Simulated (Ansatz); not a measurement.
Born–Oppenheimer molecular dynamics of CH$_{4}$OZn (7 atoms, charge 0, multiplicity 1). It starts from a relaxed structure.

Theory: Ansatz, RKS B3LYP-D4/def2-SVP.

```json
{
 "ensemble": "NVT, Langevin thermostat",
 "time step": "0.5 fs",
 "steps asked": "250",
 "set temperature": "400 K",
 "friction": "0.01 /fs",
 "seed": "814177"
}
```

First frame:

```xyz
7
Properties=species:S:1:pos:R:3
Zn 0.021 -0.085 0.030
C 0.000 -0.004 1.965
H -0.988 -0.289 2.361
H 0.751 -0.685 2.397
H 0.227 1.017 2.312
O 0.004 -0.024 -1.753
H 0.240 -0.847 -2.199
```

Q: How far do the bonds stretch over the last three quarters of this one trajectory? (Pairs bonded in most of those frames.)

A: 
| bond | mean (Å) | spread (Å) | shortest | longest |
| --- | --- | --- | --- | --- |
| Zn1–C2 | 1.946 | 0.028 | 1.90 | 2.00 |
| Zn1–O6 | 1.794 | 0.035 | 1.73 | 1.85 |
| C2–H3 | 1.103 | 0.024 | 1.06 | 1.16 |
| C2–H4 | 1.106 | 0.032 | 1.04 | 1.17 |
| C2–H5 | 1.109 | 0.047 | 1.02 | 1.20 |
| O6–H7 | 0.967 | 0.019 | 0.93 | 1.01 |

Mean temperature of the second half: 302 K. The mean temperature of the second half is 25 % below the set value. A run of 0.12 ps of so small a system gives no equilibrium averages.

The run took 6 min on 2 threads of Arm Neoverse V2, on a shared host, peak memory 0.15 GiB.
